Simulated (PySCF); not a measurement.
C₂H₇GaO (SMILES CC[O][GaH2]), singlet, geometry from GFN2-xTB (such geometries of metal compounds can be far from the true shape). Base run: PBE/6-31G in PySCF.

PySCF was given this input:
```python
from pyscf import gto, scf, dft, solvent

mol = gto.Mole()
mol.atom = '''
    Ga   -0.65093233    0.94879123   -0.04250590
    H    -1.05863590    1.93887259    1.05668923
    H    -1.06071764    1.01943778   -1.54203004
    O     0.34105040   -0.25836716    0.64912098
    C     1.11505870   -1.43385146    0.55238405
    C     1.11667537   -1.99327898   -0.86415953
    H     2.14015633   -1.19818200    0.86316758
    H     0.70323503   -2.17549515    1.24759438
    H     1.52318592   -1.24867239   -1.54879545
    H     1.71846462   -2.89732854   -0.91498228
    H     0.09440628   -2.22144043   -1.16627549
'''
mol.basis = '6-31g'
mol.verbose = 3
mol.build()

mf = dft.RKS(mol)
mf.xc = 'pbe'
mf.kernel()
```

Each row names what was changed in the base input (with any setting that the change needs).

| change | ΔE vs base (kcal/mol) | dipole (D) | HOMO-LUMO gap (eV) |
|---|---|---|---|
| base | 0.000 | 1.34 | 4.17 |
| model = COSMO; solvent = 2-propanol | -2.90 | 1.61 | 4.38 |
| model = IEF-PCM; solvent = acetonitrile | -3.01 | 1.63 | 4.38 |
| model = IEF-PCM; solvent = 2-propanol; lebedev_order = 11 | -2.74 | 1.60 | 4.36 |
| model = IEF-PCM; solvent = tetrahydrofuran | -2.48 | 1.58 | 4.34 |
| model = IEF-PCM; solvent = 2-propanol; r_probe = 0.5 | -1.11 | 1.54 | 4.24 |
| model = C-PCM; solvent = 2-propanol | -2.98 | 1.62 | 4.38 |
| model = IEF-PCM; solvent = 2-propanol; vdw_scale = 1.4 | -1.52 | 1.58 | 4.26 |
| model = IEF-PCM; solvent = dichloromethane | -2.58 | 1.59 | 4.35 |
| model = IEF-PCM; solvent = 2-propanol | -2.88 | 1.61 | 4.37 |
| model = SS(V)PE; solvent = 2-propanol | -2.85 | 1.60 | 4.37 |
| model = IEF-PCM; solvent = 2-propanol; vdw_scale = 1.0 | -6.60 | 1.61 | 4.62 |

The base is the gas phase, so ΔE is the electrostatic part of solvation at a fixed geometry, without cavity and dispersion terms.
